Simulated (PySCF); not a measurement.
Radial density of Co²⁺ (cobalt, charge +2)

BP86, [Ar] 3d7, high-spin 4F determinant. All numbers are calculated (PySCF 2.14, no relativity, point nucleus, in aug-cc-pwCVTZ).

```json
{"r (bohr)": "0.000997", "4πr²ρ (e/bohr)": "0.1581", "4πr²(ρα − ρβ)": "0.0000"}
{"r (bohr)": "0.00168", "4πr²ρ (e/bohr)": "0.4310", "4πr²(ρα − ρβ)": "0.0000"}
{"r (bohr)": "0.00282", "4πr²ρ (e/bohr)": "1.147", "4πr²(ρα − ρβ)": "0.0000"}
{"r (bohr)": "0.00474", "4πr²ρ (e/bohr)": "2.924", "4πr²(ρα − ρβ)": "0.0000"}
{"r (bohr)": "0.00798", "4πr²ρ (e/bohr)": "6.949", "4πr²(ρα − ρβ)": "-0.0001"}
{"r (bohr)": "0.0134", "4πr²ρ (e/bohr)": "14.67", "4πr²(ρα − ρβ)": "-0.0002"}
{"r (bohr)": "0.0226", "4πr²ρ (e/bohr)": "25.47", "4πr²(ρα − ρβ)": "-0.0007"}
{"r (bohr)": "0.0380", "4πr²ρ (e/bohr)": "32.37", "4πr²(ρα − ρβ)": "-0.0016"}
{"r (bohr)": "0.0639", "4πr²ρ (e/bohr)": "27.99", "4πr²(ρα − ρβ)": "-0.0018"}
{"r (bohr)": "0.107", "4πr²ρ (e/bohr)": "27.25", "4πr²(ρα − ρβ)": "0.0200"}
{"r (bohr)": "0.181", "4πr²ρ (e/bohr)": "36.47", "4πr²(ρα − ρβ)": "0.2227"}
{"r (bohr)": "0.304", "4πr²ρ (e/bohr)": "21.41", "4πr²(ρα − ρβ)": "1.1139"}
{"r (bohr)": "0.511", "4πr²ρ (e/bohr)": "16.16", "4πr²(ρα − ρβ)": "2.6499"}
{"r (bohr)": "0.860", "4πr²ρ (e/bohr)": "15.45", "4πr²(ρα − ρβ)": "2.6055"}
{"r (bohr)": "1.45", "4πr²ρ (e/bohr)": "3.910", "4πr²(ρα − ρβ)": "1.0120"}
{"r (bohr)": "2.43", "4πr²ρ (e/bohr)": "0.3804", "4πr²(ρα − ρβ)": "0.1268"}
{"r (bohr)": "4.09", "4πr²ρ (e/bohr)": "0.007667", "4πr²(ρα − ρβ)": "0.0018"}
{"r (bohr)": "6.88", "4πr²ρ (e/bohr)": "1.947e-05", "4πr²(ρα − ρβ)": "0.0000"}
```
